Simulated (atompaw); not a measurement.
**Zr PAW (atompaw): all-electron and pseudo phase curves**

atompaw 4.2.0.5 input, output lines left out:

```
Zr 40
GGA-PBE scalarrelativistic loggrid 1500 logderivrange -2 5 176
5 5 4 0 0 0
5 0 1
5 1 1
4 2 2
0 0 0
c
c
c
c
v
c
c
c
v
c
v
2
3.00 2.25 2.00 2.00
y
1.95
n
y
5.05
n
y
0.05
n
custom polynom vanderbiltortho sinc
bessel
3.00
3.00
3.00
3.00
3.00
2.00
```

The phase is arctan(r·u′/u) with u = r·R(r), unwrapped; energies in Ry, scanned from -2 to 5 Ry. A pole is an energy at which the radial function vanishes at the test radius. The pseudo phase is shifted by a multiple of π to meet the all-electron one at the reference energy, and phase errors are pseudo minus all-electron; the curves can meet again beyond the range given. Levels narrower than the energy grid can be missing from the lists of poles.

**Question.** For each channel, where are the poles, and over which energies does the pseudopotential scatter like the atom?

**Answer.**

| channel | radius (bohr) | reference energy (Ry) | poles, all-electron | poles, pseudo | unbroken range about the reference energy with phases within 0.05 rad | phase error 1 Ry above the reference energy (rad) |
| --- | --- | --- | --- | --- | --- | --- |
| s | 3.02 | -0.38 | 1.58 | 1.58 | below 4.1 | -0.000 |
| p | 3.02 | -0.15 | 2.58 | 1.17, 2.92 | below 0.2 | -0.222 |
| d | 3.02 | -0.34 | 0.04, 4.46 | 0.04 | below 1.6 | +0.001 |

Note: ghost state, extra bound levels that the all-electron valence spectrum of the same l lacks: s at -86.5 eV. A true bound ghost makes a file unfit for plane-wave use.

Phases in the p channel:

```
E (Ry)  all-electron  pseudo
 -2.00         1.367   1.319
 -1.76         1.335   1.301
 -1.52         1.305   1.280
 -1.28         1.273   1.253
 -1.04         1.233   1.218
 -0.80         1.182   1.170
 -0.56         1.109   1.102
 -0.32         0.996   0.994
 -0.08         0.804   0.803
  0.16         0.440   0.411
  0.40        -0.175  -0.320
  0.64        -0.752  -0.964
  0.88        -1.076  -1.301
  1.12        -1.250  -1.523
  1.36        -1.353  -1.838
  1.60        -1.423  -3.566
  1.84        -1.472  -4.371
  2.08        -1.511  -4.532
  2.32        -1.542  -4.609
  2.56        -1.569  -4.659
  2.80        -1.593  -4.697
  3.04        -1.615  -4.728
  3.28        -1.637  -4.757
  3.52        -1.660  -4.784
  3.76        -1.684  -4.812
  4.00        -1.711  -4.843
  4.24        -1.743  -4.877
  4.48        -1.782  -4.920
  4.72        -1.836  -4.975
  4.96        -1.913  -5.054
```
